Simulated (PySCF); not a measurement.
All values below come from B3LYP-D3(BJ)/def2-TZVP (PySCF). All species are isolated molecules in the gas phase. B3LYP has the VWN-RPA correlation part, as in Gaussian. Excitations are Tamm–Dancoff values on a coarser integration grid. The basis has no diffuse functions, so Rydberg states are missing or too high.

Reference species (SMILES): `N(C#C)C#C` (neutral, multiplicity 1).

- S1 oscillator strength: 0.000
- T1 excitation (TDA): 4.71 eV
- dipole moment: 1.17 D

After one change: the S1 oscillator strength is nearly the same; the T1 excitation (TDA) drops by 2.18 eV; the dipole moment increases by 0.34 D.

Q: Name the change that produced these shifts. The new species is one of these.
(A) `N=C=C1C=C1`
(B) `C#CC=C=N`
(C) `C=C=CC#N`
(D) `C=C=C=C=N`

A: D, `C=C=C=C=N`
